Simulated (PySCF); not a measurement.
# Electron correlation in Mg (magnesium, neutral)

[Ne] 3s2, closed-shell 1S. All numbers are calculated (PySCF 2.14, the non-relativistic Hamiltonian (point nucleus), in pcseg-2 (5s3p1d, 19 functions)). Frozen: [Ne]; 2 electrons correlated.

Total MP2 correlation energy: -20.58 mhartree.

Same-spin part 0.00 and opposite-spin part -20.58 mhartree; SCS-MP2 scales them by 1/3 and 6/5 to -24.70 mhartree.

With two correlated electrons CCSD is exact within the correlated space (frozen core and kept virtual orbitals).

```tsv
level	correlation energy (mhartree)
CCSD	-32.66
```

Diagnostics: T1 = 0.013, D1 = 0.0177, largest double amplitude 0.137.

Problem. Is a single reference adequate?

Solution. Mostly. T1 lies below 0.03, but a double amplitude of this size points to a near-degeneracy that CCSD handles and MP2 describes poorly.
